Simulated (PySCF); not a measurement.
Isomers of C7H5NO, one conformer each; single-point electronic energies without zero-point terms and without any empirical dispersion term.

All values: wB97X-D/pcSseg-2 (PySCF, non-relativistic), each on one gas-phase PBE0-D3(BJ)/def2-TZVP geometry that isn't relaxed in the solvent. The solvent is an IEF-PCM continuum (Bondi radii, 1.10 Å for H, scaled by 1.2). The model holds no explicit solvent molecules, cavitation or dispersion.

```
                            isomer  relative energy, gas (kJ/mol)  dipole (D)
phenyl isocyanate, `O=C=Nc1ccccc1`                            0.0        2.47
para-cyanophenol, `N#Cc1ccc(O)cc1`                           46.1        5.24
```

How do the relative energies look in chloroform (ε = 4.711)?

| isomer | relative energy, solvent (kJ/mol) | E(solvent) − E(gas) (kJ/mol) | dipole in solvent (D) |
| --- | --- | --- | --- |
| phenyl isocyanate, `O=C=Nc1ccccc1` | 0.0 | -12.0 | 2.90 |
| para-cyanophenol, `N#Cc1ccc(O)cc1` | 26.0 | -32.1 | 6.52 |

The order is unchanged. Conformers: `[O:1]=[C:2]=[N:3][c:4]1[cH:5][cH:6][cH:7][cH:8][cH:9]1` with C2–N3–C4–C5 180°; `[N:1]#[C:2][c:3]1[cH:4][cH:5][c:6]([OH:7])[cH:8][cH:9]1` with C5–C6–O7–H 180°. para-cyanophenol, `N#Cc1ccc(O)cc1` gains most from the continuum, and it has the largest gas-phase dipole. The gains span 20.1 kJ/mol, the gas-phase energies 46.1 kJ/mol.
